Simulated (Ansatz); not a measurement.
`CS[SiH2]S` → `CSS` + `[SiH2]` at 700 K and 1 bar (silylene formation by 1,1-elimination).

Isolated molecules relaxed with PBE0-D4/def2-TZVP in Ansatz; ΔE leaves out vibrations. CCSD(T)/CBS is the MP2 limit (def2-TZVPP, def2-QZVPP) plus CCSD(T) − MP2 in def2-TZVPP, frozen cores. This one scheme is used for every species. One conformer a species, not always the lowest.

```
    species  CCSD(T)/CBS energy (Eh)  H − E (kJ/mol)  S (J/(mol·K))
`CS[SiH2]S`              -1126.34514           250.8          466.5
      `CSS`               -836.00794           177.6          369.2
   `[SiH2]`               -290.19011            56.3          240.4
```

H − E and S are ideal-gas, rigid-rotor, harmonic terms from PBE0-D4/def2-TZVP, for one conformer and one mirror image of each species. 1 Eh = 2625.50 kJ/mol, R = 8.31446 J/(mol·K).

By hand: ΔE, ΔH, ΔS and ΔG.

ΔE = (-836.00794) + (-290.19011) − (-1126.34514) = 0.14709 Eh = 386.2 kJ/mol. Δ(H − E) = 177.6 + 56.3 − 250.8 = -16.9, so ΔH = 369.3 kJ/mol. ΔS = 369.2 + 240.4 − 466.5 = 143.1 J/(mol·K). ΔG = 369.3 − 700 × (143.1)/1000 = 269.1 kJ/mol.

By hand: the equilibrium constant, and the temperature at which ΔG would vanish if ΔH and ΔS stayed fixed.

log₁₀ K = −ΔG/(RT ln 10) = -20.1. ΔG = 0 at ΔH/ΔS = 2581 K, far beyond where these terms or the molecules hold.

The number of gas molecules changes by +1, which sets the sign of ΔS. A doubt of 5 kJ/mol in ΔE shifts log₁₀ K by 0.4 here. Other conformers and mirror images would add mixing entropy, several J/(mol·K) or more a flexible species. These are equilibria of isolated gas molecules and say nothing of rates. Largest T1 diagnostic: 0.014 (customary marks: 0.02 for closed shells, 0.045 for open ones).
